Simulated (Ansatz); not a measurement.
**Question.** Name a neutral molecule of B, C, Cl, F, O and H with HOMO energy (PBE0/def2-TZVPP) between -9.15 and -8.85 eV and LUMO energy (PBE/def2-TZVPP) between -4.90 and -4.60 eV (Ansatz, PBE0-D4/def2-TZVP geometry).

**Answer.** `F[B-]1(Cl)OC(C(F)(F)F)=CC(C(F)(F)F)=[O+]1` (-8.90 eV, -4.76 eV). Other molecules can fit too; these were computed, each in one conformer that needn't be the lowest.
